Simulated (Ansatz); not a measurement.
C$_{2}$H$_{8}$BGeN, SMILES `[BH2][GeH2][C](C)=N` at its PBE0-D4/def2-TZVP geometry, where that method's forces vanish. Charge 0, multiplicity 1.

```xyz
13

B    -0.0079    1.9924   -1.1627
Ge    1.0697    0.6935    0.0047
C     0.0643   -1.0247    0.1859
C    -1.2540   -0.9730    0.8902
N     0.4905   -2.1252   -0.2696
H     0.3907    2.3879   -2.2160
H    -1.0930    2.3386   -0.7990
H     1.2476    1.2799    1.4216
H     2.4565    0.3063   -0.5454
H    -1.9305   -0.2742    0.3886
H    -1.1251   -0.6059    1.9129
H    -1.7066   -1.9654    0.9138
H     1.3980   -2.0303   -0.7252
```

Question: What forces (eV/Å) does PBE-D4/def2-TZVPP give on these atoms in the Gaussian-basis code of Ansatz? (Best estimate.)

Answer: The calculation gave: 
```
B1   0.090 -0.048  0.116
Ge2 -0.024  0.332 -0.188
C3  -0.262  0.261  0.212
C4   0.005  0.036 -0.003
N5   0.010 -0.583 -0.118
H6   0.045  0.011 -0.128
H7  -0.120  0.024  0.048
H8   0.007  0.032  0.154
H9   0.141 -0.062 -0.038
H10 -0.131  0.145 -0.083
H11  0.009  0.082  0.198
H12 -0.093 -0.200  0.010
H13  0.325 -0.029 -0.181
```
